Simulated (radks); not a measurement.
Values are calculated unless marked as measured or tabulated.
Question: These are the eigenvalues of the occupied orbitals of an atom or ion with whole-number occupations (eV). Level of theory: non-relativistic Kohn-Sham, BP86, spin-unpolarised, spherical densities, point nucleus (a radial shooting solver on a logarithmic mesh with Libxc functionals).

1s: -3572.576
2s: -396.6798
2p: -329.1661
3s: -56.3674
3p: -39.1844
4f: -2.5566

Which element is it, and in what charge state? The configuration may be excited.

Answer: Z = 19, potassium, charge +1: K+ in [He] 2s2 2p5 3s2 3p6 4f1. The list shows which subshells hold electrons but not how many an open one holds; the 1s level, -131.29 hartree, gives Z - s = 16.2 by -(Z - s)^2/2, which with screening narrows Z to a few neighbours, and the depths of the outer levels then fix element, charge and occupations together.
